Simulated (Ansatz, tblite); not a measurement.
Forces on B₈H₁₄ at its r2SCAN-D4/def2-SVP geometry. Total charge 0; singlet.

The xTB rows come from tblite. Another isomer (singlet) lies 1.62 eV lower at PBE0-D4/def2-TZVP; other spin states weren't run for this one.

GFN1-xTB (tblite), largest force 1.24 eV/Å:

```xyz
22
positions Å, forces eV/Å
B     0.399   -0.911   -1.575    0.133   -0.820   -0.747
B    -1.515    1.000   -0.390   -1.059    0.360   -0.006
B     0.214    0.232    2.170   -0.514    0.766    0.063
B    -0.232    1.183    0.823    0.444    0.442    1.069
B     0.124    0.721   -0.972    0.817    0.637    0.295
B     1.337   -0.918    1.468    0.577   -0.348   -0.616
B    -1.233   -0.247   -1.601   -0.900   -0.480   -0.675
B     1.376   -0.440   -0.170    0.997   -0.116    0.726
H     0.966   -1.660   -0.679   -0.001   -0.138   -0.444
H    -2.115   -0.216   -0.578   -0.011   -0.088   -0.132
H     1.542    0.129    2.273    0.007    0.030   -0.040
H    -0.154    0.367    3.316    0.031    0.033   -0.390
H    -1.832   -0.201   -2.637    0.228    0.019    0.335
H     2.474   -0.218   -0.636   -0.211   -0.069    0.133
H    -0.123    2.385    0.949   -0.013   -0.258    0.026
H     0.557    1.590   -1.682   -0.129   -0.308    0.292
H     1.970   -1.811    1.989   -0.164    0.238   -0.267
H     0.785   -1.145   -2.687   -0.010    0.081    0.450
H     0.090   -1.077    1.925   -0.031   -0.005   -0.045
H    -0.815   -1.514   -1.390   -0.144    0.045   -0.046
H    -2.234    1.859   -0.821    0.305   -0.226    0.257
H    -1.581    0.892    0.903   -0.353    0.205   -0.241
```

GFN2-xTB (tblite), largest force 0.96 eV/Å:

```
B -0.092 -0.709 -0.269
B -0.749 -0.057 0.141
B -0.003 0.199 0.341
B -0.094 0.776 0.554
B 0.266 0.306 -0.066
B 0.333 -0.145 0.130
B -0.588 -0.525 -0.096
B 0.931 -0.240 -0.070
H -0.023 0.241 -0.532
H 0.099 0.095 -0.307
H -0.212 -0.085 -0.200
H -0.005 0.050 -0.465
H 0.288 0.051 0.381
H -0.327 -0.060 0.337
H 0.084 -0.459 0.102
H -0.074 -0.282 0.341
H -0.194 0.248 -0.346
H 0.025 0.086 0.522
H 0.124 0.187 -0.110
H -0.062 0.260 -0.202
H 0.353 -0.232 0.321
H -0.081 0.296 -0.505
```

PBE-D4/def2-TZVP (Ansatz), largest force 0.17 eV/Å:

```
B -0.033 0.083 0.008
B 0.067 -0.015 -0.054
B 0.053 -0.050 -0.068
B -0.070 0.022 -0.007
B 0.006 0.018 -0.018
B -0.066 0.076 0.007
B 0.035 0.030 0.006
B 0.010 -0.048 -0.053
H 0.012 0.055 -0.018
H 0.034 0.034 -0.042
H -0.051 -0.040 -0.016
H 0.051 -0.022 -0.132
H 0.075 -0.011 0.138
H -0.117 -0.030 0.049
H -0.015 -0.129 -0.008
H -0.064 -0.126 0.102
H -0.076 0.109 -0.052
H -0.052 0.027 0.153
H 0.056 0.051 0.004
H 0.011 0.056 -0.026
H 0.096 -0.118 0.063
H 0.038 0.029 -0.037
```
